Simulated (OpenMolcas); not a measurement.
# Mn4+, Tc4+, Re4+: d³ down the group

| Property | Result |
| --- | --- |
| Program | OpenMolcas 26.06 |
| Method | MS-RASPT2, IPEA 0.25 Eh, imaginary shift 0.1 Eh |
| Basis | ANO-RCC-VQZP |
| Scalar Hamiltonian | DKH2, point nucleus |
| Spin-orbit coupling | state interaction with AMFI integrals over the reference wave functions, term energies averaged over their components |

Active space for each ion: 9 electrons in 8 orbitals (RAS1 p, at most 2 holes; RAS2 d); closed shells correlated by CASPT2: Mn4+ 3s; Tc4+ 4s; Re4+ 5s.

Computed levels in cm-1 above ⁴F_3/2:

```csv
Level,Mn4+,Tc4+,Re4+
⁴F_5/2,374,1075,5170
⁴F_7/2,881,2400,9440
⁴F_9/2,1505,3870,12400
⁴P_1/2,17210,12250,14720
⁴P_5/2,17810,13970,21900
²G_7/2,18240,13930,19750
²G_9/2,18760,14780,31610
²P_1/2,23550,17480,24430
²H_9/2,25250,19170,20730
weight of ⁴F in the lowest level (%),100,98,84
```

Mixed levels, with the weight of the term that names them: Re4+ ⁴F_9/2 (62 %), Re4+ ⁴P_1/2 (63 %), Re4+ ²G_9/2 (56 %), Re4+ ²P_1/2 (63 %), Re4+ ²H_9/2 (56 %).

Measured, with the error of the calculation in %. Measured levels: Mn4+ from Corliss and Sugar, J. Phys. Chem. Ref. Data 6, 1253 (1977); Re4+ from the list in Brasseur, Gamrath and Quinet, At. Data Nucl. Data Tables 157, 101636 (2024).

```csv
Level,Mn4+,Re4+
⁴F_5/2,359 (+4.2),4853 (+6.5)
⁴F_7/2,835 (+5.5),8973 (+5.2)
⁴F_9/2,1412 (+6.6),11914 (+4.0)
⁴P_1/2,16434 (+4.7),14325 (+2.8)
⁴P_5/2,17049 (+4.5),20922 (+4.7)
²G_7/2,17892 (+1.9),19013 (+3.9)
²G_9/2,18399 (+2.0),30366 (+4.1)
²P_1/2,23082 (+2.0),23669 (+3.2)
²H_9/2,24975 (+1.1),19967 (+3.8)
```

The fine-structure level ⁴F_9/2 changes by a factor of 8.24 from Mn4+ to Re4+.

Without spin-orbit coupling ⁴P lies 16730, 11080, 10710 cm-1 above ⁴F in that order; the difference to the level ⁴P_1/2, of either sign, comes from spin-orbit coupling, which also lowers the zero.

CASPT2 breaks the degeneracy within a term, and the mean is taken; among the terms shown or strongly mixed into the levels shown the widest spread is 1300 cm-1 (4d³ ⁴F, Tc4+). Active for correlation alone: 3p; no level in the range computed is led by a configuration that opens it, so any true level of that kind is missing (holds for Mn4+). Active for correlation alone: 4p; no level in the range computed is led by a configuration that opens it, so any true level of that kind is missing (holds for Tc4+). Active for correlation alone: 5p; no level in the range computed is led by a configuration that opens it, so any true level of that kind is missing (holds for Re4+). Computed and measured levels are paired by configuration, term and J; levels that our copy of the source lacks, or whose pairing is in doubt (as where it misses far off the trend of its configuration), stay unpaired and out of the deviations. Levels of configurations outside the active space are missing.
